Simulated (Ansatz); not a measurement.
`[OH][Al]([Br])[Br]` + HCl → `[Cl][Al]([Br])[Br]` + H₂O at 500 K and 1 bar (ligand exchange at the Al–O bond).

Gas-phase electronic energies from Ansatz, PBE0-D4/def2-TZVP geometries. CBS: MP2 limit from def2 TZ/QZ plus the TZ coupled-cluster correction, frozen cores. This one scheme is used for every species. For Br outer-core shells are correlated without core-valence functions, which leaves a few kJ/mol of doubt a bond. Scalar relativity is left out up to krypton. One conformer a species, not always the lowest.

```
             species  CCSD(T)/CBS energy (Eh)  H − E (kJ/mol)  S (J/(mol·K))
`[OH][Al]([Br])[Br]`              -5464.62977            78.3          391.7
                 HCl               -460.38127            32.5          201.9
`[Cl][Al]([Br])[Br]`              -5848.64059            43.6          385.9
                 H₂O                -76.37941            73.2          206.3
```

H − E and S are ideal-gas, rigid-rotor, harmonic terms from PBE0-D4/def2-TZVP, for one conformer and one mirror image of each species. 1 Eh = 2625.50 kJ/mol, R = 8.31446 J/(mol·K).

Task: By hand: ΔE, ΔH, ΔS and ΔG.

Result: ΔE = (-5848.64059) + (-76.37941) − (-5464.62977) − (-460.38127) = -0.00896 Eh = -23.5 kJ/mol. Δ(H − E) = 43.6 + 73.2 − 78.3 − 32.5 = 6.0, so ΔH = -17.5 kJ/mol. ΔS = 385.9 + 206.3 − 391.7 − 201.9 = -1.4 J/(mol·K). ΔG = -17.5 − 500 × (-1.4)/1000 = -16.8 kJ/mol.

Task: By hand: the equilibrium constant, and the temperature at which ΔG would vanish if ΔH and ΔS stayed fixed.

Result: log₁₀ K = −ΔG/(RT ln 10) = 1.8. ΔG = 0 at ΔH/ΔS = 12500 K, far beyond where these terms or the molecules hold.

The number of gas molecules stays the same, so ΔS is small and ΔH decides. A doubt of 5 kJ/mol in ΔE shifts log₁₀ K by 0.5 here. Other conformers and mirror images would add mixing entropy, several J/(mol·K) or more a flexible species. These are equilibria of isolated gas molecules and say nothing of rates. Largest T1 diagnostic: 0.008 (customary marks: 0.02 for closed shells, 0.045 for open ones).
